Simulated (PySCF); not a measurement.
Computed shifts of a molecule C₃H₁₀O₂Si, HF/pcSseg-1 (PySCF), GIAO, gas phase, atoms alike by connectivity averaged where their shifts nearly agree, in ppm (number of nuclei): ¹³C: 66.8 (1), 62.5 (1), 22.9 (1). ²⁹Si: -34.6 (1). ¹H: 4.62 (3), 3.86 (1), 3.44 (1), 3.31 (1), 2.35 (1), 1.60 (3). References: ¹³C against TMS (σ = 192.6 ppm); ¹⁷O against H2O (σ = 333.0 ppm); ²⁹Si against TMS (σ = 393.8 ppm); ¹H against TMS (σ = 31.99 ppm), references at their B3LYP-D3(BJ)/def2-TZVP geometries, non-relativistic. Geometry: B3LYP-D3(BJ)/def2-SVP. One conformer was computed; it need not be the lowest.

Task: Pick the molecule that these values belong to.
A) COC[Si@H](C)O
B) C[C@@](O)([SiH3])CO
C) C[C@@H](O)CO[SiH3]
D) C[SiH](CO)CO

Result: C, C[C@@H](O)CO[SiH3]
